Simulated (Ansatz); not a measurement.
A calculation with Ansatz (development build ahead of 0.2.0).

```yaml
crystal:
  periodic: [false, false, false]
  atoms:
    - { symbol: Si, position_ang: [0.0, 0.0, 0.0] }
    - { symbol: P, position_ang: [2.1059, 0.0, 0.0] }
    - { symbol: P, position_ang: [-1.0529, 1.8237, 0.0] }
    - { symbol: P, position_ang: [-1.0529, -1.8237, 0.0] }
basis:
  gaussian: { orbitals: pcseg-2 }
magnetization:
  spin_polarized: true
  initial_magnetization: 1
hamiltonian:
  xc: pbe
```

The input is written out in the form of the current development build from the run's settings.

Results

```
Converged                       : yes
Total energy                    : -1312.86499 hartree
Spin squared of the determinant : 2.501
Stability test                  : minimum
```

Caution: the unrestricted determinant is a mixture of spin states.
